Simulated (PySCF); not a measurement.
**Electron correlation in I (iodine, neutral)**

[Kr] 4d10 5s1 5p6, 2S determinant (an excited configuration). All numbers are calculated (PySCF 2.14, scalar relativity through the core potential, in def2-TZVPPD with the def2 core potential (28 electrons) (7s6p4d2f, 59 functions)). Frozen: nothing; 25 electrons correlated.

MP2 pair energies summed by pair of shells (mhartree):

| pair | energy | share (%) |
| --- | --- | --- |
| 4d-4d | -236.47 | 37.1 |
| 5p-5p | -160.52 | 25.2 |
| 4d-5p | -119.54 | 18.8 |
| 4p-4d | -37.15 | 5.8 |
| 4p-4p | -20.00 | 3.1 |
| 5s-5p | -18.27 | 2.9 |
| 4d-5s | -15.21 | 2.4 |
| 4s-4d | -11.98 | 1.9 |
| 4p-5p | -7.26 | 1.1 |
| 4s-4p | -5.13 | 0.8 |
| 4p-5s | -2.68 | 0.4 |
| 4s-4s | -1.75 | 0.3 |
| 4s-5p | -0.79 | 0.1 |
| 4s-5s | -0.23 | 0.0 |

Total MP2 correlation energy: -636.97 mhartree.

Same-spin part -212.09 and opposite-spin part -424.88 mhartree; SCS-MP2 scales them by 1/3 and 6/5 to -580.55 mhartree.

The basis has no tight functions for the innermost shells, so their pair energies are far from complete.

This basis was not built for core-valence correlation, so the inner-shell part is incomplete.
